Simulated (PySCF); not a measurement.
Species: C7H7 (charge +1).
SMILES with atom numbers: `[CH3:1][C:2]#[C:3][C:4]1=[CH:5][CH+:6][CH2:7]1`

Cartesian coordinates in Å at the GFN2-xTB level; atoms count from 1:
```
atom  x, y, z in Å
C1     3.2032   -0.0606    0.6055
C2     1.8037    0.0106    0.4885
C3     0.5817    0.0738    0.3891
C4    -0.7619    0.1265    0.2843
C5    -1.7780    1.0781    0.5914
C6    -2.7636    0.2662    0.1119
C7    -1.8049   -0.8488   -0.2520
H8     3.6142   -0.8900    0.0288
H9     3.6598    0.8871    0.3071
H10    3.4582   -0.2038    1.6619
H11   -1.7490    2.0588    1.0272
H12   -3.8301    0.3586    0.0085
H13   -1.7230   -1.0860   -1.3121
H14   -1.9111   -1.7709    0.3179
```

Probes without a nucleus sit at each ring's centroid and 1 Å off its mean plane on both sides; NICS is minus the shielding there, NICSzz its component along the normal. Level: GIAO PBE0/pcSseg-1 (PySCF, non-relativistic, gas phase) on the GFN2-xTB geometry, one conformer.

Ring bond lengths (Å), with Mayer bond orders in brackets: C4–C5 1.426 (1.20), C5–C6 1.364 (1.49), C6–C7 1.515 (1.03), C7–C4 1.525 (1.01).

Question: What do the NICS probes read (ppm)?

Answer: 
```tsv
ring	type	NICS(0)	NICS(1), two faces	NICS(1)zz, two faces	rms pucker (Å)	centre to ring atoms, mean (Å)
C4–C5–C6–C7	4-membered carbocycle; formal bonds 1 double, 3 single	12.6	-0.3 / -0.7	7.1 / 6.7	0.01	1.03
```

Question: What do they say, and how far can they be read as aromaticity?

Answer: 
- C4–C5–C6–C7: mean NICS(1)zz 6.9 ppm, deshielded. C7 has four or more neighbours; no verdict on aromaticity is drawn. NICS(0) lies 13 ppm above the mean NICS(1).

Question: What is the mean of the two in-plane components of NICS at the first NICS(1) probe listed for ring C4–C5–C6–C7, 1 Å off the ring?

Answer: The isotropic value is a third of the trace: (3 × -0.3 − (7.1))/2 = -4.0 ppm.

Question: Give the inner angles of the rings and the Hirshfeld charges of the ring atoms.

Answer: 
- C4–C5–C6–C7: C4 90.9° (+0.145 e), C5 92.4° (+0.010 e), C6 93.7° (+0.120 e), C7 83.0° (-0.029 e); sum 360.0° against 360° for a flat convex ring.

Question: How shielded are the nuclei of the rings and their hydrogens (means over atoms taken as equivalent)?

Answer: 
| atoms | environment | σ isotropic (ppm) |
| --- | --- | --- |
| C4 | carbon bonded to 3 C | -35.2 |
| C5 | carbon bonded to 2 C and H | 24.8 |
| C6 | carbon bonded to 2 C and H | -34.6 |
| C7 | allylic carbon | 137.3 |
| H11 | hydrogen on carbon | 24.65 |
| H12 | hydrogen on carbon | 20.82 |
| H13 (×2) | methylene hydrogen | 27.76 |
